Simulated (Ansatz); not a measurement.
## KI (SMILES [K][I]): the energy, rung by rung

The species is KI (2 atoms), meant as a singlet with charge 0. As SMILES, `[K][I]`. Geometry: the measured bond length.

```jsonl
{"atom": "K", "x (Å)": "0.0000", "y (Å)": "0.0000", "z (Å)": "0.0000"}
{"atom": "I", "x (Å)": "0.0000", "y (Å)": "0.0000", "z (Å)": "3.0478"}
```

Quantity: the energy change with the K1–I2 bond stretched from 3.048 to 7.620 Å, in eV. The values are calculated.

```tsv
level	kind	program	value (eV)	less FCI/STO-3G	CPU time (all runs)
SVWN5/STO-3G (restricted)	LDA	Ansatz	3.22	+0.24	5.2 s
PBE/STO-3G (restricted)	GGA	Ansatz	3.06	+0.08	11 s
r2SCAN/STO-3G (restricted)	meta-GGA	Ansatz	3.27	+0.29	63 s
CAM-B3LYP/STO-3G (restricted)	range-separated hybrid	Ansatz	4.03	+1.05	11 s
wB97X/STO-3G (restricted)	range-separated hybrid	Ansatz	4.46	+1.48	43 s
BCCD(T)/STO-3G (restricted)	coupled cluster or CI	Ansatz	2.96	-0.02	2.7 s
CCSDT(Q)/STO-3G (restricted)	coupled cluster or CI	Ansatz	2.82	-0.16	5.5 s
CCSDT/STO-3G (restricted)	coupled cluster or CI	Ansatz	2.98	0.00	5.4 s
FCI/STO-3G	exact in the basis	Ansatz	2.98	0.00	16 s
```

FCI/STO-3G is exact within its basis and frozen core, so for wave-function methods in that basis the difference is their error; functionals converge differently with the basis, so for them it is only a difference. All-electron rows without a relativistic Hamiltonian named are non-relativistic. The first shape isn't each level's own minimum. The values span 2.82 to 4.46 eV. All rows use very small basis sets, so none should be taken for the real molecule's value. In the correlated wave-function rows the outer d shell of I is correlated, in sets not made for it. Times are those of the runs behind each value, whatever else they computed, on shared processors of several kinds: orders of magnitude only.
